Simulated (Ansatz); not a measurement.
Geometry optimisation of cyclo-(H2SnO)4 (Sn4O4H8).

```yaml
crystal:
  periodic: [false, false, false]
  atoms:
    - {symbol: Sn, position_ang: [-0.793290, -2.465090, 0.433460]}
    - {symbol: H, position_ang: [-1.050640, -3.125800, 1.936660]}
    - {symbol: H, position_ang: [-1.022440, -3.343950, -0.960020]}
    - {symbol: O, position_ang: [-1.965320, -0.966550, 0.339070]}
    - {symbol: Sn, position_ang: [-2.482530, 0.852800, 0.114640]}
    - {symbol: H, position_ang: [-2.865730, 1.425500, 1.631050]}
    - {symbol: H, position_ang: [-3.588450, 0.844420, -1.122720]}
    - {symbol: O, position_ang: [-1.029750, 1.909170, -0.525440]}
    - {symbol: Sn, position_ang: [0.779410, 2.312730, -0.962900]}
    - {symbol: H, position_ang: [1.133450, 3.703630, -0.130590]}
    - {symbol: H, position_ang: [0.895610, 2.231940, -2.622890]}
    - {symbol: O, position_ang: [1.966800, 1.013790, -0.229370]}
    - {symbol: Sn, position_ang: [2.495210, -0.699010, 0.413460]}
    - {symbol: H, position_ang: [3.552780, -1.312790, -0.708680]}
    - {symbol: H, position_ang: [2.944860, -0.464720, 1.999170]}
    - {symbol: O, position_ang: [1.030030, -1.916070, 0.395090]}
basis:
  gaussian: {orbitals: def2-SVP}
hamiltonian: {xc: r2scan, dispersion: d4}
scf: {lower_state_search: "off"}
output: {orbitals: {seedname: orbitals}}
relax: {f_tol: 0.03, max_steps: 70}
```

```sh
$ ansatz run in.yaml --threads 4 --pin off --events-out ev --progress --plain --max-ram 6963MiB
```

Output, abridged:

```
Functional definition: r2SCAN
mean field -31642.55647019 eV, -1162.8425021844 hartree, gradient 2.2e-6 eV, S^2 0.000000; 0 other end points of the search recorded, 0 dependent functions left out
relax step   1: F+E_penalty+E_count = -31642.71272804 eV  Δ(F+E_penalty+E_count) = +0.000e0 eV  max|allowed force component| = 9.552e-1 eV/Å  Δτ_max = 0.0000 Å  (19 SCF iters, accepted)
mean field -31643.05974390 eV, -1162.8609971519 hartree, gradient 1.2e-6 eV, S^2 0.000000; 0 other end points of the search recorded, 0 dependent functions left out
relax step   2: F+E_penalty+E_count = -31643.20998107 eV  Δ(F+E_penalty+E_count) = -4.973e-1 eV  max|allowed force component| = 2.144e-1 eV/Å  Δτ_max = 0.1939 Å  (19 SCF iters, accepted)
mean field -31643.08204257 eV, -1162.8618166132 hartree, gradient 2.0e-6 eV, S^2 0.000000; 0 other end points of the search recorded, 0 dependent functions left out
relax step   3: F+E_penalty+E_count = -31643.23222773 eV  Δ(F+E_penalty+E_count) = -2.225e-2 eV  max|allowed force component| = 4.789e-2 eV/Å  Δτ_max = 0.0322 Å  (19 SCF iters, accepted)
mean field -31643.11762558 eV, -1162.8631242647 hartree, gradient 2.3e-6 eV, S^2 0.000000; 0 other end points of the search recorded, 0 dependent functions left out
relax step   4: F+E_penalty+E_count = -31643.26799025 eV  Δ(F+E_penalty+E_count) = -3.576e-2 eV  max|allowed force component| = 1.298e-1 eV/Å  Δτ_max = 0.2000 Å  (21 SCF iters, accepted)
mean field -31643.15893290 eV, -1162.8646422806 hartree, gradient 1.8e-6 eV, S^2 0.000000; 0 other end points of the search recorded, 0 dependent functions left out
relax step   5: F+E_penalty+E_count = -31643.31003580 eV  Δ(F+E_penalty+E_count) = -4.205e-2 eV  max|allowed force component| = 2.988e-1 eV/Å  Δτ_max = 0.1928 Å  (22 SCF iters, accepted)
mean field -31643.20996015 eV, -1162.8665174975 hartree, gradient 2.9e-6 eV, S^2 0.000000; 0 other end points of the search recorded, 0 dependent functions left out
relax step   6: F+E_penalty+E_count = -31643.36256000 eV  Δ(F+E_penalty+E_count) = -5.252e-2 eV  max|allowed force component| = 3.361e-1 eV/Å  Δτ_max = 0.1908 Å  (21 SCF iters, accepted)
mean field -31643.24523104 eV, -1162.8678136786 hartree, gradient 1.5e-6 eV, S^2 0.000000; 0 other end points of the search recorded, 0 dependent functions left out
relax step   7: F+E_penalty+E_count = -31643.40023053 eV  Δ(F+E_penalty+E_count) = -3.767e-2 eV  max|allowed force component| = 2.574e-1 eV/Å  Δτ_max = 0.1916 Å  (22 SCF iters, accepted)
mean field -31643.32174243 eV, -1162.8706254204 hartree, gradient 2.9e-6 eV, S^2 0.000000; 0 other end points of the search recorded, 0 dependent functions left out
relax step   8: F+E_penalty+E_count = -31643.47909953 eV  Δ(F+E_penalty+E_count) = -7.887e-2 eV  max|allowed force component| = 1.466e-1 eV/Å  Δτ_max = 0.2000 Å  (26 SCF iters, accepted)
mean field -31643.35301478 eV, -1162.8717746581 hartree, gradient 1.8e-6 eV, S^2 0.000000; 0 other end points of the search recorded, 0 dependent functions left out
relax step   9: F+E_penalty+E_count = -31643.51232011 eV  Δ(F+E_penalty+E_count) = -3.322e-2 eV  max|allowed force component| = 1.883e-1 eV/Å  Δτ_max = 0.1950 Å  (22 SCF iters, accepted)
mean field -31643.36007336 eV, -1162.8720340560 hartree, gradient 2.7e-6 eV, S^2 0.000000; 0 other end points of the search recorded, 0 dependent functions left out
relax step  10: F+E_penalty+E_count = -31643.52167833 eV  Δ(F+E_penalty+E_count) = -9.358e-3 eV  max|allowed force component| = 3.961e-1 eV/Å  Δτ_max = 0.1607 Å  (21 SCF iters, accepted)
mean field -31643.41303172 eV, -1162.8739802401 hartree, gradient 2.9e-6 eV, S^2 0.000000; 0 other end points of the search recorded, 0 dependent functions left out
relax step  11: F+E_penalty+E_count = -31643.57630052 eV  Δ(F+E_penalty+E_count) = -5.462e-2 eV  max|allowed force component| = 4.597e-2 eV/Å  Δτ_max = 0.2000 Å  (20 SCF iters, accepted)
mean field -31643.42874795 eV, -1162.8745578008 hartree, gradient 2.9e-6 eV, S^2 0.000000; 0 other end points of the search recorded, 0 dependent functions left out
relax step  12: F+E_penalty+E_count = -31643.59285560 eV  Δ(F+E_penalty+E_count) = -1.656e-2 eV  max|allowed force component| = 1.541e-2 eV/Å  Δτ_max = 0.1612 Å  (20 SCF iters, accepted)
mean field -31643.44117500 eV, -1162.8750144865 hartree, gradient 1.6e-6 eV, S^2 0.000000; 0 other end points of the search recorded, 0 dependent functions left out
relax step  13: F+E_penalty+E_count = -31643.60630768 eV  Δ(F+E_penalty+E_count) = -1.345e-2 eV  max|allowed force component| = 9.886e-2 eV/Å  Δτ_max = 0.1967 Å  (20 SCF iters, accepted)
mean field -31643.44326006 eV, -1162.8750911111 hartree, gradient 1.4e-6 eV, S^2 0.000000; 0 other end points of the search recorded, 0 dependent functions left out
relax step  14: F+E_penalty+E_count = -31643.60941696 eV  Δ(F+E_penalty+E_count) = -3.109e-3 eV  max|allowed force component| = 2.127e-1 eV/Å  Δτ_max = 0.1871 Å  (20 SCF iters, accepted)
mean field -31643.45171388 eV, -1162.8754017832 hartree, gradient 2.3e-6 eV, S^2 0.000000; 0 other end points of the search recorded, 0 dependent functions left out
relax step  15: F+E_penalty+E_count = -31643.61855313 eV  Δ(F+E_penalty+E_count) = -9.136e-3 eV  max|allowed force component| = 1.290e-1 eV/Å  Δτ_max = 0.0604 Å  (20 SCF iters, accepted)
mean field -31643.46016655 eV, -1162.8757124130 hartree, gradient 1.3e-6 eV, S^2 0.000000; 0 other end points of the search recorded, 0 dependent functions left out
relax step  16: F+E_penalty+E_count = -31643.62774121 eV  Δ(F+E_penalty+E_count) = -9.188e-3 eV  max|allowed force component| = 1.626e-2 eV/Å  Δτ_max = 0.0883 Å  (21 SCF iters, accepted)
mean field -31643.46380737 eV, -1162.8758462109 hartree, gradient 1.4e-6 eV, S^2 0.000000; 0 other end points of the search recorded, 0 dependent functions left out
relax step  17: F+E_penalty+E_count = -31643.63253755 eV  Δ(F+E_penalty+E_count) = -4.796e-3 eV  max|allowed force component| = 6.027e-2 eV/Å  Δτ_max = 0.1494 Å  (20 SCF iters, accepted)
mean field -31643.46352791 eV, -1162.8758359408 hartree, gradient 1.9e-6 eV, S^2 0.000000; 0 other end points of the search recorded, 0 dependent functions left out
relax step  18: F+E_penalty+E_count = -31643.63289763 eV  Δ(F+E_penalty+E_count) = -3.601e-4 eV  max|allowed force component| = 7.216e-2 eV/Å  Δτ_max = 0.0846 Å  (20 SCF iters, accepted)
mean field -31643.46488439 eV, -1162.8758857907 hartree, gradient 2.5e-6 eV, S^2 0.000000; 0 other end points of the search recorded, 0 dependent functions left out
relax step  19: F+E_penalty+E_count = -31643.63422940 eV  Δ(F+E_penalty+E_count) = -1.332e-3 eV  max|allowed force component| = 2.768e-2 eV/Å  Δτ_max = 0.0219 Å  (20 SCF iters, accepted)
Total energy: -31643.63424871 eV, -1162.8821098143 hartree
Atom 0 at    -0.654143    -2.247666    -0.174698 Å, force    -0.004898     0.004544     0.010990 eV/Å
Atom 1 at    -0.641187    -3.753441     0.640024 Å, force    -0.001279    -0.002612    -0.001922 eV/Å
Atom 2 at    -1.397983    -2.193079    -1.713412 Å, force    -0.002957    -0.001396    -0.005274 eV/Å
Atom 3 at    -1.429372    -0.961481     1.125335 Å, force    -0.003939     0.021739    -0.016244 eV/Å
Atom 4 at    -2.098559     0.843924     0.627072 Å, force    -0.004053    -0.015541     0.011650 eV/Å
Atom 5 at    -1.595205     1.933285     1.847505 Å, force    -0.006024    -0.010168    -0.011513 eV/Å
Atom 6 at    -3.778380     0.748781     0.302260 Å, force     0.018009     0.001828     0.005541 eV/Å
Atom 7 at    -1.247690     1.181350    -1.135434 Å, force     0.022055     0.004241     0.005095 eV/Å
Atom 8 at     0.625246     1.812836    -1.353123 Å, force     0.002099     0.003940    -0.003965 eV/Å
Atom 9 at     0.631746     3.524025    -1.455868 Å, force    -0.000518    -0.027683     0.001744 eV/Å
Atom 10 at     1.312666     0.947330    -2.661204 Å, force    -0.011709     0.013744     0.022793 eV/Å
Atom 11 at     1.459196     1.393830     0.401055 Å, force    -0.013562     0.006398    -0.024032 eV/Å
Atom 12 at     2.127277    -0.409760     0.900865 Å, force     0.007751    -0.012587    -0.003391 eV/Å
Atom 13 at     3.793248    -0.516490     0.514986 Å, force    -0.015520    -0.000044     0.006388 eV/Å
Atom 14 at     1.677537    -0.692807     2.527446 Å, force     0.005265     0.001371    -0.010104 eV/Å
Atom 15 at     1.215605    -1.610637    -0.392815 Å, force     0.009278     0.012226     0.012244 eV/Å
Dipole moment:     0.001089    -0.001920     0.000739 e Å
Checks for a lower state left out: stability, starts, cluster_reference, orbital_swaps, neighbouring_geometries, increment
```

It took 2.1 min on 4 threads of Arm Neoverse V1 on a shared host.

In the def2 sets Sn takes a core potential; there is no spin–orbit coupling.
